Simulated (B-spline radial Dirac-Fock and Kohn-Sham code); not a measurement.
Subshell cross sections of Ca⁶⁺, photon energy 10200 eV

System: calcium as Ca⁶⁺, configuration [Ne] 3s2 3p2.

The run's input, task.json:

```json
{"items": [{
  "Z": 20,
  "q": 6,
  "cfg": [[1, 0, 2], [2, 0, 2], [2, 1, 6], [3, 0, 2], [3, 1, 2]],
  "A": 40,
  "rrms": 3.4776,
  "do": ["binding", "quiet", "photo", "scan"],
  "hv": [37.2, 45.4, 54.2, 55.9, 62.3, 96.9, 127.0, 148.0, 198.0, 300.0, 1220.0, 1950.0, 2440.0, 3550.0, 4490.0, 10200.0, 17100.0, 23500.0, 36900.0, 39700.0, 55100.0, 65100.0, 89300.0, 139000.0]
}]}
```

Run with: `python xray_run.py task.json out`

These are calculated numbers from a B-spline atomic structure program; the model is Dirac-Hartree-Slater photoionisation with all multipoles and Dirac-Fock thresholds. The asymmetry parameter β is from the dipole term alone. Kinetic energies are from the vacuum level. Open shells are spread statistically over j, without multiplet splitting.

```tsv
subshell	electrons	binding (eV)	kinetic (eV)	σ (kb)	β
K (1s)	2	4167.8	6032.2	5.33	2.00
L1 (2s)	2	562.3	9637.7	0.381	2.00
L2 (2p1/2)	2	473.1	9726.9	0.0407	0.51
L3 (2p3/2)	4	469.5	9730.5	0.0766	0.48
M1 (3s)	2	145.6	10054.4	0.0608	2.00
M2 (3p1/2)	0.67	125.4	10074.6	0.00213	0.49
M3 (3p3/2)	1.33	124.8	10075.2	0.00402	0.46
```

Branching ratios of the spin-orbit partners (statistical value in brackets): 2p 1.88 (2.00), 3p 1.89 (2.00).

Run: 2.1 s of CPU time on 1 thread of Neoverse-V1 (shared host), peak memory 0.30 GiB.
